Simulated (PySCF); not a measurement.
C3H3BCl2.
SMILES: `ClB(Cl)C1C=C1`

Computed with EOM-IP-CCSD/aug-cc-pVDZ in PySCF, restricted Hartree–Fock reference, 14 core orbitals frozen, non-relativistic, gas phase, PBE0-D3(BJ)/def2-SVP geometry.

Hartree–Fock orbital energies give these Koopmans values (eV): HOMO 10.22, HOMO-1 11.74, HOMO-2 12.17, HOMO-3 12.56, HOMO-4 12.58, HOMO-5 14.04, HOMO-6 14.08, HOMO-7 15.32.

Q: What vertical ionisation energies does EOM-IP-CCSD give?

A: 
```tsv
leading hole (HF orbital)	Koopmans (eV)	EOM-IP-CCSD (eV)	change (eV)	one-hole share
HOMO	10.22	9.94	-0.28	0.96
HOMO-1	11.74	10.97	-0.77	0.96
HOMO-2	12.17	11.26	-0.91	0.95
HOMO-4	12.58	11.66	-0.92	0.95
HOMO-3	12.56	11.72	-0.84	0.95
HOMO-5	14.04	12.97	-1.07	0.95
HOMO-6	14.08	13.25	-0.83	0.95
HOMO-7	15.32	14.18	-1.14	0.95
```

Q: Does the order of the lines follow the orbital energies?

A: No: the HOMO-4 hole (11.66 eV) falls below the HOMO-3 hole (11.72 eV). The corrections run from -1.14 to -0.28 eV, with a mean of -0.84 eV over the 8 lines; no line lies above its Koopmans value.

Q: At what kinetic energies would He I light (21.22 eV) eject these electrons?

A: 11.28 eV (HOMO), 10.25 eV (HOMO-1), 9.96 eV (HOMO-2), 9.56 eV (HOMO-4), 9.50 eV (HOMO-3), 8.25 eV (HOMO-5), 7.97 eV (HOMO-6), 7.04 eV (HOMO-7).

Lines less than 0.15 eV apart could change places at a higher level. One root was sought for each valence orbital with −ε under 21 eV, eight at most, so deeper holes and satellites are missing; no vibrational structure.

The values belong to the conformer `[Cl:1][B:2]([Cl:3])[CH:4]1[CH:5]=[CH:6]1`: Cl1–B2–C4–C5 28°.
